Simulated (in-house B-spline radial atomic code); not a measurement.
# Ionising the titanium ion Ti⁶⁺ with different functionals

Computed with an all-electron radial atomic-structure program (B-spline basis): non-relativistic Hamiltonian, point nucleus, spin-polarised at highest spin, spherical fractional occupations for the functionals, and exact exchange of hybrids averaged over the configuration. The ionisation energy is the difference of two self-consistent energies, [Ne] 3s2 3p4 → [Ne] 3s2 3p3, without Breit or QED terms; ε is the level of the shell that loses the electron (its least bound occupied spin orbital).

| method | rung | ΔSCF (eV) | -ε(3p) (eV) |
| --- | --- | --- | --- |
| PBE0 | global hybrid | 140.25 | 132.66 |
| B3LYP | global hybrid | 140.50 | 132.21 |
| TPSSh | global hybrid | 140.12 | 130.99 |
| M06-2X | global hybrid | 140.75 | 136.14 |
| BHandHLYP | global hybrid | 140.25 | 135.30 |
| r2SCAN0 | global hybrid | 139.82 | 132.51 |
| B97-1 | global hybrid | 140.31 | 132.26 |
| HSE06 | range-separated hybrid | 140.28 | 132.24 |
| wB97X | range-separated hybrid | 140.29 | 135.25 |
| CAM-B3LYP | range-separated hybrid | 140.45 | 134.21 |
| LC-wPBE | range-separated hybrid | 140.48 | 135.57 |

Q: Among the functionals, which spreads more, the ΔSCF values or the orbital energies?

A: The orbital energies: ΔSCF values span about 0.94 eV and the orbital energies 5.15 eV; here energy differences depend much less on the functional than eigenvalues do.

Q: How do they compare with the NIST value?

A: NIST lists 140.7 eV ± 0.18 (semi-empirical, ground level to ground level). Errors run from -0.86 to +0.07 eV; M06-2X is closest (+0.07 eV), though others lie within the uncertainty of it, and part of that can be cancellation, since the calculations leave out relativity, Breit-QED terms, multiplet and fine-structure energies.
